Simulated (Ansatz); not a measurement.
C2H9BSi2 can be A, `CB[SiH]1C[SiH2]1`, or B, `C=CB[SiH2][SiH3]`.

Isolated molecules relaxed with PBE0-D4/def2-TZVP in Ansatz; ΔE leaves out vibrations. CCSD(T)/CBS is the MP2 limit (def2-TZVPP, def2-QZVPP) plus CCSD(T) − MP2 in def2-TZVPP, frozen cores. DFT in def2-TZVPP. B3LYP here is the variant with VWN-RPA as its local correlation; programs differ in this. One conformer a species, not always the lowest.

A:

```xyz
14

C     1.775    0.487    1.371
B     0.308    0.540    0.783
Si   -0.813   -1.035    0.589
C    -1.924   -0.652   -0.884
Si   -0.328    0.246   -1.356
H     2.419    1.212    0.860
H     2.257   -0.491    1.292
H     1.775    0.775    2.427
H    -0.306    1.580    0.833
H    -0.171   -2.368    0.347
H    -2.243   -1.488   -1.500
H    -2.744    0.034   -0.680
H    -0.488    1.666   -1.736
H     0.483   -0.504   -2.346
```

B:

```xyz
14

C     1.165    2.547    0.984
C     0.421    1.758    0.197
B     0.929    0.371   -0.222
Si   -0.149   -0.914   -1.315
Si   -1.377   -2.181    0.236
H     2.135    2.214    1.342
H     0.845    3.538    1.296
H    -0.543    2.141   -0.135
H     1.998    0.025    0.199
H     0.667   -1.864   -2.122
H    -1.140   -0.258   -2.219
H    -0.462   -2.885    1.176
H    -2.268   -1.293    1.032
H    -2.220   -3.199   -0.449
```

Q: Which is lower in electronic energy at CCSD(T)/CBS, and by how much? (An estimate is asked.)

A: Ansatz gave: A, by 41.6 kJ/mol.

Q: Give E(B) − E(A) in kJ/mol with CCSD(T)/def2-TZVPP, B3LYP, MP2/def2-TZVPP, PBE0-D4, r2SCAN-D4, HF/def2-TZVPP, PBE-D4. (An estimate is asked.)

A: Computed: CCSD(T)/def2-TZVPP 37.2, B3LYP 17.4, MP2/def2-TZVPP 60.3, PBE0-D4 62.6, r2SCAN-D4 60.4, HF/def2-TZVPP -55.5, PBE-D4 68.7. The order is the other way round with HF/def2-TZVPP.

Largest T1 diagnostic: 0.013.

The D4 term adds +7.5 kJ/mol with B3LYP and +3.5 kJ/mol with PBE0; it sums over pairs of atoms, weighted by their polarisabilities, and B3LYP, whose exchange is more repulsive, gets the larger term. In def2-TZVPP, CCSD(T) changes the Hartree–Fock value by +92.8 kJ/mol (the triples alone add +12.6 kJ/mol) and MP2 by +115.8 kJ/mol.
